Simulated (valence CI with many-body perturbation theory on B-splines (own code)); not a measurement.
## Questions on Cr⁹⁺

Computed by relativistic CI+MBPT: five valence electrons over a frozen Dirac-Fock core [Ne], a basis of 9 s, 9 p, 8 d, 6 f, 3 g, 1 h functions for each j, with the one-electron correlation potential Σ1 (screened to all orders), the two-electron term Σ2, the three-electron term Σ3, Breit, model QED; selected single and double excitations, second order for the rest, scaled by the run's own slope (own B-spline code, finite nucleus).

No measured spectrum was set against this ion. As an estimate, levels of excited configurations hold to 0.05 to 0.15 % of their energy, terms of the ground configuration to about 0.5 %. Among the levels kept, up to 1600 cm⁻¹ of a level comes from second order outside the variational space, and about a tenth of that is noise between levels of different J, which matters for small intervals.

Rates and lifetimes use the calculated energies. Strong lines usually hold to 10 to 20 %, long lifetimes can be off by a factor of two.

(1) What is the ground level?

(2) Name the longest-lived excited levels whose lifetime is computed, and their main decay.

(3) Among levels below 471130 cm⁻¹, which E1 lines absorb most strongly from the ground level?

(4) What is the ionisation energy?

(5) How well does LS coupling describe the low levels?

(6) What are the static dipole polarisabilities of the lowest levels?

(7) Where does the other parity begin?

## Answers

(1) 3s2.3p3 4S°_3/2, composition 95 % 3s2.3p3 4S° + 2 % 3s.3p3.3d 4S° + 1 % 3s2.3p3 2P°, g = 1.992.

(2) 3s2.3p3 2D°_5/2 at 39692 cm⁻¹ lives 1.73 s, mostly by M1 to 3s2.3p3 4S°_3/2; 3s2.3p3 2D°_3/2 at 37339 cm⁻¹ lives 76.0 ms, mostly by M1 to 3s2.3p3 4S°_3/2; 3s2.3p3 2P°_1/2 at 64263 cm⁻¹ lives 10.7 ms, mostly by M1 to 3s2.3p3 4S°_3/2. The lifetime of 3s2.3p2.3d 4F_9/2 is too uncertain to give, and may be longer.

(3) to 3s2.3p2.3d 4P_5/2 at 22.61 nm, f = 0.829; to 3s2.3p2.3d 4P_3/2 at 22.46 nm, f = 0.558; to 3s2.3p2.3d 4P_1/2 at 22.37 nm, f = 0.280.

(4) 241.87 eV; NIST lists 244.5 ± 0.5 eV (semi-empirical).

(5) Among the lowest 20 levels the leading LS term, summed over configurations, holds 93 % on average. For single configurations the figures are 81 % in LS and 57 % in jj coupling. Terms mix most in the J = 7/2 level at 383300 cm⁻¹, where the leading one holds 52 %.

(6) 3s2.3p3 4S°_3/2 0.566; 3s2.3p3 2D°_3/2 0.560 (tensor 0.028); 3s2.3p3 2D°_5/2 0.563; 3s2.3p3 2P°_1/2 0.551 bohr³, of which the core gives 0.00833.

(7) At 3s.3p4 4P_5/2, 233860 cm⁻¹.
